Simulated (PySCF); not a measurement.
Positional isomers: propene boryl. Gas-phase values, no solvent. One relaxed conformer stands for each flexible species; it need not be the lowest. Strings in code marks are SMILES.

The S1 excitation (TDA) from two functionals at the same geometries (PBE0-D4/def2-TZVP), both in PySCF: PBE-D3(BJ)/def2-TZVP and B3LYP-D3(BJ)/def2-TZVP. B3LYP has the VWN-RPA correlation part, as in Gaussian. Excitations are Tamm–Dancoff values on a coarser integration grid. The basis has no diffuse functions, so Rydberg states are missing or too high.

```tsv
species	PBE-D3(BJ)/def2-TZVP (eV)	B3LYP-D3(BJ)/def2-TZVP (eV)
`BC(=C)C`	4.83	5.26
`B/C=C/C`	4.85	5.40
`B/C=C\C`	4.61	5.12
`C=CCB`	3.86	4.52
```

Over these rows, drawn at random from the members with no instability flagged (it was tested for open shells, ions and some series alone), PBE minus B3LYP-D3(BJ): mean -0.54 eV, from -0.66 eV to -0.43 eV.
